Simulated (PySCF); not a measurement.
Compound: C2H6N2SSi2.
Z-matrix (Å and degrees, GFN2-xTB geometry), rows numbered from 1:
```
Si
C   1  1.8802
N   2  1.3474  1  117.99
N   3  1.2529  2  115.94  1   179.98
S   4  1.6622  3  112.82  2    -0.02
C   2  1.3826  1  129.71  3   179.95
Si  6  1.8744  2  131.91  1     0.06
H   1  1.4579  2  107.39  3     0.07
H   1  1.4660  2  108.40  3   120.65
H   1  1.4660  2  108.41  3  -120.50
H   7  1.4609  6  107.36  2     0.16
H   7  1.4644  6  107.77  2  -120.48
H   7  1.4643  6  107.77  2   120.81
```

Computed at PBE0/pcSseg-1 (PySCF, non-relativistic), with Q(14N) = 0.02044 b, Q(33S) = −0.0678 b: N3, 14N (I = 1): χzz = -5.570 MHz, η = 0.121; N4, 14N (I = 1): χzz = -5.085 MHz, η = 0.338; S5, 33S (I = 3/2): χzz = -30.26 MHz, η = 0.266.

Where would the pure quadrupole (NQR) lines of 14N at N3 fall for the rigid, isolated species?

From ν± = (3/4)|χ|(1 ± η/3) and ν0 = |χ|η/2: ν+ 4.346 MHz, ν− 4.009 MHz, ν0 0.337 MHz (pyridine-type nitrogen).

Where would the pure quadrupole (NQR) lines of 14N at N4 fall for the rigid, isolated species?

From ν± = (3/4)|χ|(1 ± η/3) and ν0 = |χ|η/2: ν+ 4.244 MHz, ν− 3.384 MHz, ν0 0.859 MHz (pyridine-type nitrogen).

Find the zero-field quadrupole resonance frequencies of 33S at S5.

From ν = (|χ|/2)√(1 + η²/3): ν = 15.31 MHz (ring sulfur).

In a crystal, neighbours and librations shift these lines. GFN2-xTB bond lengths can be off by several hundredths of an ångström, more for odd bonds, and the gradients follow them. These gradients aren't converged with respect to the basis.

The run behind these numbers computed NMR shieldings as well. The run took 21 s on one thread, Arm Neoverse V1 (aarch64), shared host, and the process peaked at 0.76 GiB of memory.
